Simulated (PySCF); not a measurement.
Ba: ionisation energy

Ba [Xe] 6s2 (1S) → Ba⁺ [Xe] 6s1 (2S), as a difference of total energies. Calculation: PySCF 2.14, in def2-QZVPPD with the def2 core potential (46 electrons) (7s5p3d2f1g, 60 functions); a scalar-relativistic core potential. Correlated levels: valence: 5s2 5p6 frozen. The calculations carry no spin-orbit coupling.

```
           method  ionisation energy (eV)  error (eV)
              UHF                   4.260      -0.952
    MP2 (valence)                   4.726      -0.486
SCS-MP2 (valence)                   4.819      -0.393
   CCSD (valence)                   4.909      -0.303
```

Reference: 5.212 eV (measured; NIST Atomic Spectra Database, ionization energies).

Errors of the correlated levels include the incompleteness of this basis and the frozen core.

With two correlated electrons CCSD is exact in that space.
